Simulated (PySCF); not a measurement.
Species: C4H11NSi.
Atom-mapped SMILES: `[CH3:1][NH:2][SiH:3]1[CH2:4][CH2:5][CH2:6]1` (hydrogens: H7, H8, H9 on C1; H10 on N2; H11 on Si3; H12, H13 on C4; H14, H15 on C5; H16, H17 on C6)

Cartesian coordinates in Å at the PBE0-D3(BJ)/def2-SVP level; atoms count from 1:
```xyz
17
C4H11NSi angstrom
C      3.1086   -0.4778   -0.1799
N      1.8214    0.0431    0.2068
Si     0.2714   -0.4338   -0.3740
C     -1.1827   -0.8511    0.7718
C     -2.0801   -0.1284   -0.2662
C     -1.0441    0.8116   -0.9362
H      3.7691    0.2953   -0.6139
H      2.9795   -1.2556   -0.9476
H      3.6525   -0.9448    0.6620
H      1.8683    0.7689    0.9131
H      0.5378   -1.5013   -1.3891
H     -1.4501   -1.8863    1.0294
H     -1.1232   -0.2695    1.7079
H     -2.9619    0.3807    0.1574
H     -2.4581   -0.8552   -1.0045
H     -0.9538    1.7558   -0.3717
H     -1.2060    1.0613   -1.9948
```

Computed at PBE0/pcSseg-1 (PySCF, non-relativistic), with Q(14N) = 0.02044 b: N2, 14N (I = 1): χzz = -5.204 MHz, η = 0.373.

Where would the pure quadrupole (NQR) lines of 14N at N2 fall for the rigid, isolated species?

From ν± = (3/4)|χ|(1 ± η/3) and ν0 = |χ|η/2: ν+ 4.388 MHz, ν− 3.418 MHz, ν0 0.970 MHz (silicon-bound nitrogen).

In a crystal, neighbours and librations shift these lines. A larger basis could move these couplings by a tenth or more.

One conformer stands for the species.
